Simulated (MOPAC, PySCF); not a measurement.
CH$_{3}$ISi, SMILES `C=[SiH]I`, neutral singlet in the gas phase. 

Z-matrix (Å, degrees):
```
Si
C 1 1.6936
H 2 1.0822 1 123.38
H 2 1.0847 3 116.80 1 180.00
H 1 1.4754 2 124.31 3 -179.98
I 1 2.4046 5 111.98 2 180.00
```
Charge 0, spin multiplicity 1.

All levels are single points at this geometry (PBE0-D3(BJ)/def2-TZVP); Pople sets use spherical d functions. Orbital energies aren't observables, and empty levels follow the basis.

PM3 in MOPAC gives gap (eV) = 6.67.

Estimate the gap (eV) from each of these levels: PBE0-D3(BJ)/def2-TZVP in PySCF; ωB97X-D3(BJ)/def2-TZVP in PySCF; B3LYP/6-311+G** (LANL2DZ on I) in PySCF; B3LYP/6-31G* (LANL2DZ on I) in PySCF; B3LYP/LANL2DZ in PySCF; BP86/6-31G* (LANL2DZ on I) in PySCF; M06-2X/6-31G* (LANL2DZ on I) in PySCF; PBE/6-31G* (LANL2DZ on I) in PySCF; SVWN5/6-31G* (LANL2DZ on I) in PySCF; HF/6-31G* (LANL2DZ on I) in PySCF; PM6 in MOPAC; PM7 in MOPAC.


```
level                                    gap (eV)
---------------------------------------  --------
PBE0-D3(BJ)/def2-TZVP in PySCF               5.26
ωB97X-D3(BJ)/def2-TZVP in PySCF              9.47
B3LYP/6-311+G** (LANL2DZ on I) in PySCF      4.99
B3LYP/6-31G* (LANL2DZ on I) in PySCF         5.18
B3LYP/LANL2DZ in PySCF                       5.09
BP86/6-31G* (LANL2DZ on I) in PySCF          3.75
M06-2X/6-31G* (LANL2DZ on I) in PySCF        7.29
PBE/6-31G* (LANL2DZ on I) in PySCF           3.74
SVWN5/6-31G* (LANL2DZ on I) in PySCF         3.70
HF/6-31G* (LANL2DZ on I) in PySCF           10.93
PM6 in MOPAC                                 7.00
PM7 in MOPAC                                 7.59
```
